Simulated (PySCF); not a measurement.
Cl$_{4}$Zr, singlet, geometry from GFN2-xTB (such geometries of metal compounds can be far from the true shape) (core potentials on Zr).

The PySCF input:
```python
from pyscf import gto, scf, dft

mol = gto.Mole()
mol.atom = '''
    Zr   -0.000000    0.000000    0.000000
    Cl    1.799195   -0.565192   -1.229787
    Cl    0.646516    0.465871    2.105684
    Cl   -0.985449    1.812776   -0.900920
    Cl   -1.460263   -1.713455    0.025024
'''
mol.basis = 'def2-svp'
mol.ecp = {'Zr': 'def2-svp'}
mol.charge = 0
mol.spin = 0
mol.verbose = 4
mol.build()

mf = dft.RKS(mol)
mf.xc = 'r2scan'
mf = mf.density_fit(auxbasis='def2-universal-jkfit')
mf.kernel()
```

What does this run give for the Mulliken (on the basis functions themselves) charges in atom order, HOMO-LUMO gap, dipole moment?


The Mulliken (on the basis functions themselves) charges in atom order comes out as Zr1 0.78, Cl2 -0.20, Cl3 -0.20, Cl4 -0.20, Cl5 -0.20, the HOMO-LUMO gap comes out as 5.90 eV and the dipole moment comes out as 0.00 D.
